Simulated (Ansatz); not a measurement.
BH5OSn (`[BH2][SnH2][OH]`), relaxed with RKS PBE0-D4/def2-TZVP in the Gaussian-basis code of Ansatz from a PBE-D4/def2-SVP geometry. The force threshold is 0.005 eV/Å; the program also tests the step.

Total charge 0; spin multiplicity 1. Sn takes the def2 core potential.

Start:

```xyz
8

B     1.084    1.150   -0.323
Sn   -0.588   -0.370   -0.328
O    -1.020   -1.084    1.518
H     1.733    1.383    0.678
H     1.347    1.755   -1.345
H    -0.235   -1.725   -1.367
H    -2.121    0.288   -0.781
H    -0.200   -1.396    1.947
```

```csv
step,energy (eV),largest force (eV/Å),largest move (Å)
1,-8633.0520,0.930,0.000
2,-8633.0950,0.310,0.072
3,-8633.1041,0.070,0.029
4,-8633.1041,0.129,0.043
5,-8633.1053,0.016,0.022
6,-8633.1055,0.004,0.024
7,-8633.1056,0.015,0.027
8,-8633.1056,0.018,0.009
9,-8633.1056,0.007,0.004
10,-8633.1056,0.001,0.004
```

End:

```xyz
8

B     1.069    1.131   -0.313
Sn   -0.606   -0.366   -0.349
O    -0.977   -1.052    1.470
H     1.744    1.270    0.662
H     1.312    1.794   -1.276
H    -0.232   -1.722   -1.334
H    -2.130    0.254   -0.799
H    -0.181   -1.309    1.940
```

Run time 23 s (2 threads of an Arm Neoverse V2 on a shared host); peak host memory 0.27 GiB.
